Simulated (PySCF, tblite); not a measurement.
Isomers of C7H14FN, one GFN2-xTB conformer each. Single-point energies are computed at PBE0/pcSseg-1 (PySCF, gas phase, no added dispersion term), electronic only.

```csv
SMILES,GFN2-xTB relative energy (kcal/mol)
CC/C(=C\CN)CCF,15.5
CC(C)(C)[C@@H]1NC[C@H]1F,0.0
```

Conformers: `[CH3:1][CH2:2]/[C:3](=[CH:4]\[CH2:5][NH2:6])[CH2:7][CH2:8][F:9]` with C1–C2–C3–C4 74°, C3–C4–C5–N6 131°, C4–C5–N6–H -60° and 59°, C2–C3–C7–C8 66°, C3–C7–C8–F9 177°; `[CH3:1][C:2]([CH3:3])([CH3:4])[C@@H:5]1[NH:6][CH2:7][C@H:8]1[F:9]` with C2–C5–N6–C7 -136°, C5–N6–C7–C8 13°, N6–C7–C8–F9 -129°, C2–C5–C8–C7 131°.

What does PBE0/pcSseg-1 give for the same structures?

| SMILES | PBE0/pcSseg-1 E (Eh) | PBE0/pcSseg-1 (kcal/mol) | GFN2-xTB (kcal/mol) | point group |
| --- | --- | --- | --- | --- |
| CC(C)(C)[C@@H]1NC[C@H]1F | -429.19814 | 0.0 | 0.0 | C1 |
| CC/C(=C\CN)CCF | -429.19503 | 1.9 | 15.5 | C1 |

Both levels put the same isomer lowest. As drawn, the lower has a four-membered ring and a quaternary carbon, which the higher lacks; the higher has a C=C bond outside aromatic rings, which the lower lacks. Neighbours under 2.5 kcal/mol apart (CC(C)(C)[C@@H]1NC[C@H]1F and CC/C(=C\CN)CCF) can change places with a better method, another conformer or zero-point energy.

Which frontier levels, dipoles and rotational constants go with these structures?

```tsv
SMILES	HOMO (eV, PBE0/pcSseg-1)	LUMO (eV)	dipole (D)	A, B, C (MHz)
CC(C)(C)[C@@H]1NC[C@H]1F	-6.75	1.17	0.99	2385, 1243, 1036
CC/C(=C\CN)CCF	-6.74	0.20	0.85	2433, 751.1, 620.8
```

What happens when harmonic zero-point energies from GFN2-xTB frequencies are added?

```tsv
SMILES	ZPE (kcal/mol)	electronic (kcal/mol)	with ZPE (kcal/mol)
CC(C)(C)[C@@H]1NC[C@H]1F	126.1	0.0	0.0
CC/C(=C\CN)CCF	125.5	1.9	1.4
```

The zero-point energies span 0.6 kcal/mol. The order is unchanged.
